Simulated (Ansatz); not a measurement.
One change: `CC1=CC(C)=[O+][B-](C)(C)O1` becomes `CC1=CC(C)=[O+][B-](C)(F)O1`.

Ansatz, PBE0-D4/def2-TZVP geometries, multiplicity 1. 

```csv
property,`CC1=CC(C)=[O+][B-](C)(C)O1`
HOMO energy (PBE/def2-TZVPP) / eV,-5.56
size of the dipole moment (ωB97M-V/def2-TZVPP) / D,4.67
size of the dipole moment (B3LYP/def2-TZVPP) / D,4.66
HOMO–LUMO gap (PBE/def2-TZVPP) / eV,2.84
HOMO–LUMO gap (PBE0/def2-TZVPP) / eV,4.92
HOMO energy (PBE0/def2-TZVPP) / eV,-6.74
```

(1) Give the same properties after the change, and the shifts. (Estimate.)

Answers

(1) Ansatz gave: 
```
                                          property  `CC1=CC(C)=[O+][B-](C)(F)O1`  shift
                 HOMO energy (PBE/def2-TZVPP) / eV                         -6.37  -0.81
size of the dipole moment (ωB97M-V/def2-TZVPP) / D                          5.39   0.72
  size of the dipole moment (B3LYP/def2-TZVPP) / D                          5.38   0.72
               HOMO–LUMO gap (PBE/def2-TZVPP) / eV                          3.49   0.65
              HOMO–LUMO gap (PBE0/def2-TZVPP) / eV                          5.52   0.60
                HOMO energy (PBE0/def2-TZVPP) / eV                         -7.53  -0.79
```

With PBE0 the HOMO falls by 0.79 eV and the LUMO falls by 0.19 eV, so the gap widens by about 0.60 eV. PBE moves the HOMO by -0.81 eV and ωB97M-V by -0.75 eV. Dipoles are sizes alone; their direction can turn.

Positive LUMOs are unbound, so they and the gaps depend on the basis.

B3LYP here is the variant with VWN-RPA as its local correlation; programs differ in this.
